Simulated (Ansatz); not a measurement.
CH₇BFNOSi, SMILES `C[SiH2]OB(N)F` from Hartree–Fock to CCSD(T)

```csv
atom,x (Å),y (Å),z (Å)
C1,0.734,2.196,0.705
Si2,1.106,0.495,0.064
O3,-0.332,-0.310,-0.074
B4,-0.649,-1.564,-0.491
N5,-1.972,-2.018,-0.514
F6,0.329,-2.397,-0.894
H7,0.245,2.146,1.681
H8,0.077,2.736,0.019
H9,1.657,2.772,0.816
H10,1.766,0.566,-1.267
H11,1.998,-0.238,1.002
H12,-2.219,-2.941,-0.820
H13,-2.740,-1.442,-0.226
```

The species carries charge 0 and has multiplicity 1. The structure was optimised at the PBE0-D4/def2-TZVP level. It is one conformer, not always the lowest. Frozen core, restricted reference, Ansatz. CBS rows extrapolate triple and quadruple zeta; past MP2 they add the triple-zeta difference.

```
     basis     HF (Eh)  MP2 corr.  CCSD corr.    (T)  CCSD(T) total
def2-TZVPP  -584.68840   -1.08603    -1.12765      ?              ?
def2-QZVPP  -584.71182          ?           –      –              –
 CBS(def2)           ?          ?    -1.27728  as TZ              ?
```

(1) Fill in the withheld values. (Best estimate.)

Results:

(1) Ansatz gave: def2-TZVPP (T): -0.03896; def2-TZVPP CCSD(T) total: -585.85501; def2-QZVPP MP2 corr.: -1.17199; CBS(def2) HF (Eh): -584.71505; CBS(def2) MP2 corr.: -1.23566; CBS(def2) CCSD(T) total: -586.03129.
